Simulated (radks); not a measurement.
Values are calculated unless marked as measured or tabulated.
Q: All-electron atom: the ytterbium ion Yb4+ in [Xe] 4f12. Level of theory: scalar-relativistic Kohn-Sham, HCTH/407, spin-polarised, spherical densities, point nucleus; open shells are filled with parallel spins first (spin-orbit coupling, left out, can overturn this in heavy ions) (a radial shooting solver on a logarithmic mesh with Libxc functionals). Some entries of the table are withheld. Estimate them.

| orbital | occ. | eigenvalue (eV) | <r^2> (bohr^2) |
|---|---|---|---|
| 1s up | 1 | -61285.29 | 0.0005301 |
| 1s down | 1 | -61285.29 | 0.0005301 |
| 2s up | 1 | -10440.13 | 0.008211 |
| 2s down | 1 | -10440.08 | 0.008211 |
| 2p up | 3 | -9211.405 | 0.006713 |
| 2p down | 3 | -9211.370 | 0.006713 |
| 3s up | 1 | -2400.508 | 0.05368 |
| 3s down | 1 | -2399.364 | 0.05365 |
| 3p up | 3 | -2030.004 | 0.05418 |
| 3p down | 3 | -2028.857 | 0.05414 |
| 3d up | 5 | -1578.970 | 0.04504 |
| 3d down | 5 | -1578.092 | 0.04500 |
| 4s up | 1 | -519.5968 | 0.2674 |
| 4s down | 1 | -517.3840 | 0.2675 |
| 4p up | 3 | -397.5594 | 0.3032 |
| 4p down | 3 | -395.3896 | 0.3034 |
| 4d up | 5 | -236.8673 | 0.3576 |
| 4d down | 5 | -234.7281 | 0.3582 |
| 5s up | 1 | -104.7362 | (1) |
| 5s down | 1 | -103.7683 | (2) |
| 5p up | 3 | -74.5213 | 2.000 |
| 5p down | 3 | -73.8417 | 2.022 |
| 4f up | 7 | -59.4907 | 0.6002 |
| 4f down | 5 | -57.5010 | 0.6148 |

A: 
(1) 5s up <r^2> (bohr^2): 1.499
(2) 5s down <r^2> (bohr^2): 1.513
